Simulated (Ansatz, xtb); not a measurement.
## Relative energy of two conformers of H6OSSi2

Structure I is `O[SiH2]S[SiH3]`, a singlet and structure II is `O[SiH2]S[SiH3]`, a singlet. Both are isolated molecules in the gas phase, relaxed with B3LYP/6-31G*.

I (Å):

```xyz
10

O    -2.5011   -0.1152   -3.5451
S    -1.8671    0.8908   -0.5824
Si   -1.8143    1.1563   -2.7284
Si    0.2346    0.7266   -0.1051
H    -2.1989   -1.0055   -3.3151
H    -2.6447    2.3226   -3.0907
H    -0.3905    1.3702   -3.1077
H     0.2977    0.4242    1.3452
H     0.8811   -0.3697   -0.8743
H     0.9633    1.9899   -0.3867
```

II (Å):

```yaml
atoms:
  - { symbol: O, position_ang: [0.5433, -0.1512, -1.3244] }
  - { symbol: S, position_ang: [-2.6515, -0.0429, -1.1760] }
  - { symbol: Si, position_ang: [-0.7641, 0.6897, -1.9171] }
  - { symbol: Si, position_ang: [-2.3376, 0.0737, 0.9629] }
  - { symbol: H, position_ang: [0.5642, -1.1027, -1.5034] }
  - { symbol: H, position_ang: [-0.5204, 2.0820, -1.4828] }
  - { symbol: H, position_ang: [-0.9099, 0.5866, -3.3915] }
  - { symbol: H, position_ang: [-3.6851, 0.0902, 1.5826] }
  - { symbol: H, position_ang: [-1.5816, -1.1000, 1.4694] }
  - { symbol: H, position_ang: [-1.5973, 1.3146, 1.3077] }
```

**Question.** Estimate which is lower in electronic energy at CCSD(T)/def2-SVP + ΔMP2/def2-TZVPP, and by roughly how much.

**Answer.** Too close to call at this level: CCSD(T)/def2-SVP + ΔMP2/def2-TZVPP gives E(II) − E(I) = −0.033 eV.

The same difference at several levels:

```tsv
level	geometry	E(II) − E(I) (eV)	departure from the last row (eV)	job, with rough time for the two
B3LYP/6-31G*	B3LYP/6-31G*	−0.048	−0.016	optimisation, 2.4 min
HF/def2-SVP	B3LYP/6-31G*	−0.049	−0.017	part of the CCSD(T) run
MP2/def2-SVP	B3LYP/6-31G*	−0.052	−0.020	part of the CCSD(T) run
CCSD(T)/def2-SVP	B3LYP/6-31G*	−0.051	−0.018	single point
CCSD(T)/def2-SVP + ΔMP2/def2-TZVPP	B3LYP/6-31G*	−0.033		single point, 26 s
```

The largest departure from CCSD(T)/def2-SVP + ΔMP2/def2-TZVPP is that of MP2/def2-SVP, 0.020 eV. Levels run at GFN2-xTB geometries aren't shown. The last row adds to CCSD(T) the change of the MP2 difference between the two basis sets, here +0.018 eV.

With harmonic frequencies from B3LYP/6-31G* (ideal gas, rigid rotor, one conformer each, 298.15 K, 1 atm): on the last row, ΔE + ΔZPE = −0.027 eV. A mode under 50 cm⁻¹ makes harmonic enthalpies and free energies unreliable, so none is given.

The correlated steps freeze 16 core orbitals. Run with Ansatz 0.2.0; the last row on 1 thread of Intel(R) Xeon(R) Platinum 8488C (Sapphire Rapids) on a shared host.
